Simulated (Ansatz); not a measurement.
Geometry optimisation, RKS PBE0/def2-SVP (Ansatz).

The input (input.yaml):

```yaml
crystal:
  periodic: [false, false, false]
  atoms:
    - { symbol: Al, position_ang: [0.0, 0.0, 0.0] }
    - { symbol: F, position_ang: [0.0, 0.0, 1.69] }
    - { symbol: O, position_ang: [1.5415, 0.0, -0.89] }
    - { symbol: Si, position_ang: [2.3874, -1.376, -1.352] }
    - { symbol: H, position_ang: [1.4599, -2.3514, -1.9176] }
    - { symbol: H, position_ang: [3.3882, -1.0195, -2.3535] }
    - { symbol: H, position_ang: [3.0504, -1.9546, -0.187] }
    - { symbol: F, position_ang: [-1.4635, 0.0, -0.845] }
basis:
  gaussian: { orbitals: def2-SVP }
hamiltonian:
  xc: pbe0
relax:
  f_tol: 0.02
  max_steps: 40
output:
  orbitals: {}
```

Launched with:

```bash
$ ansatz run input.yaml --threads 2 --pin off --max-ram 3072MiB --backend cpu --events-out ev --progress --plain --runs-dir out
```

**Question.** Where does it end, and by what steps?

**Answer.** The run converged. After 10 steps the energy has fallen by 0.375 eV; O3 moved furthest, 0.87 Å.

| step | energy less start (eV) | largest force component (eV/Å) | accepted |
| --- | --- | --- | --- |
| 0 | 0.0000 | 1.825 | yes |
| 1 | -0.1630 | 0.987 | yes |
| 2 | -0.1564 | 0.807 | no |
| 3 | -0.2448 | 0.407 | yes |
| 4 | -0.2760 | 0.294 | yes |
| 5 | -0.3172 | 0.165 | yes |
| 6 | -0.3542 | 0.077 | yes |
| 7 | -0.3716 | 0.028 | yes |
| 8 | -0.3737 | 0.158 | yes |
| 9 | -0.3504 | 0.482 | no |
| 10 | -0.3746 | 0.004 | yes |

```xyz
8
Properties=species:S:1:pos:R:3
Al -0.122 0.038 0.060
F -0.126 0.312 1.686
O 1.148 -0.748 -0.683
Si 2.427 -1.537 -1.369
H 1.938 -2.729 -2.123
H 3.139 -0.620 -2.307
H 3.378 -1.986 -0.310
F -1.419 0.569 -0.809
```

Whether the end is a true minimum wasn't checked by a vibrational analysis.

Time of the run: 21 s on 2 threads of Arm Neoverse V2 (shared host), peak memory 0.16 GiB.
